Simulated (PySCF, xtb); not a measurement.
Te(Br)(Et) (C2H5BrTe), SMILES CC[Te]Br. The values are those of a single conformer.

Harmonic wavenumbers (cm⁻¹) from GFN2-xTB (xtb) at its own minimum, in rising order: 61, 116, 243, 258, 271, 517, 729, 977, 1011, 1078, 1229, 1239, 1419, 1456, 1491, 1501, 2995, 3007, 3012, 3020, 3025.

What does PBE-D3(BJ)/def2-SVP in PySCF give at its own minimum? (An estimate is asked for; the answer gives what the named calculation found.)

66, 112, 242, 251, 261, 472, 686, 926, 946, 1042, 1162, 1198, 1338, 1381, 1408, 1423, 2965, 2988, 3050, 3062, 3080. Paired by order, the mean absolute difference is 42 cm⁻¹ and the zero-point energies are 41.0 and 40.1 kcal/mol.
